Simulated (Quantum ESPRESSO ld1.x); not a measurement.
Species: the thallium ion Tl4+. Configuration: [Kr] 4d10 4f14 5s2 5p5.5 5d9 6d0.5 (fractional occupations, a model configuration). Calculated with ld1.x of Quantum ESPRESSO 7.5: scalar-relativistic Kohn-Sham, LDA (Slater exchange, Perdew-Zunger correlation), spin-polarised, spherical densities, point nucleus; open shells are filled with parallel spins first. Some entries of the table are withheld. Estimate them.

| orbital | occ. | eigenvalue (eV) | r(max) (bohr) | <r> (bohr) |
|---|---|---|---|---|
| 1s up | 1 | -85624.557 | 0.01003 | 0.01632 |
| 1s down | 1 | -85624.472 | 0.01003 | 0.01632 |
| 2s up | 1 | -15290.077 | 0.05816 | 0.06877 |
| 2s down | 1 | -15289.921 | 0.05816 | 0.06877 |
| 2p up | 3 | -13161.334 | 0.04834 | 0.06236 |
| 2p down | 3 | -13161.176 | 0.04834 | 0.06236 |
| 3s up | 1 | -3689.396 | 0.1640 | 0.1777 |
| 3s down | 1 | -3689.283 | 0.1640 | 0.1777 |
| 3p up | 3 | -3076.910 | 0.1639 | 0.1794 |
| 3p down | 3 | -3076.789 | 0.1639 | 0.1794 |
| 3d up | 5 | -2441.874 | 0.1334 | 0.1625 |
| 3d down | 5 | -2441.731 | 0.1334 | 0.1625 |
| 4s up | 1 | -863.609 | 0.3689 | 0.3918 |
| 4s down | 1 | -863.403 | 0.3690 | 0.3918 |
| 4p up | 3 | -662.799 | 0.3891 | 0.4179 |
| 4p down | 3 | -662.585 | 0.3891 | 0.4178 |
| 4d up | 5 | -427.553 | 0.3955 | 0.4399 |
| 4d down | 5 | -427.304 | 0.3955 | 0.4398 |
| 5s up | 1 | -183.150 | 0.8056 | 0.8714 |
| 5s down | 1 | -182.120 | 0.8049 | 0.8708 |
| 4f up | 7 | -167.005 | 0.3573 | 0.4671 |
| 4f down | 7 | -166.694 | 0.3572 | 0.4666 |
| 5p up | 3 | -127.466 | (1) | 0.9936 |
| 5p down | 2.5 | -126.363 | (2) | 0.9936 |
| 5d up | 5 | -64.358 | 1.089 | (3) |
| 5d down | 4 | -63.315 | 1.090 | (4) |
| 6d up | 0.5 | -23.778 | 3.061 | (5) |
| 6d down | 0 | -22.952 | 3.060 | (6) |

Answer. 
(1) 5p up r(max) (bohr): 0.8999
(2) 5p down r(max) (bohr): 0.8992
(3) 5d up <r> (bohr): 1.276
(4) 5d down <r> (bohr): 1.279
(5) 6d up <r> (bohr): 3.300
(6) 6d down <r> (bohr): 3.319
